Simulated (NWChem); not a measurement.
MgO; SMILES [O]=[Mg]

Computed with NWChem. Pople sets run with spherical d functions. STO-3G and 3-21G are far too small for this property and stand as cheap habits. Structure relaxed at the B3LYP/6-31G* (spherical d) level. Vertical excitations in the gas phase; the lowest state need not have the same character in each row.

```tsv
level	basis functions	lowest excitation, singlet (eV)	oscillator strength of that lowest state	lowest state with f > 0.02, singlet (eV)	oscillator strength of that bright state	orbital gap (eV)
Hartree-Fock/3-21G, CIS	22	0.40	0.002	2.76	0.225	7.42
Hartree-Fock/6-31G*, CIS	32	0.63	0.003	2.90	0.255	7.41
Hartree-Fock/6-31+G*, CIS	40	0.74	0.003	2.89	0.274	7.33
Hartree-Fock/def2-SVP, CIS	32	0.72	0.003	2.80	0.246	7.31
Hartree-Fock/def2-SVPD, CIS	44	0.77	0.003	2.78	0.246	7.30
Hartree-Fock/def2-TZVP, CIS	63	0.80	0.003	2.87	0.253	7.41
Hartree-Fock/aug-cc-pVDZ, CIS	50	0.74	0.003	2.87	0.271	7.33
Hartree-Fock/def2-TZVPD, CIS	75	0.81	0.003	2.86	0.259	7.37
```
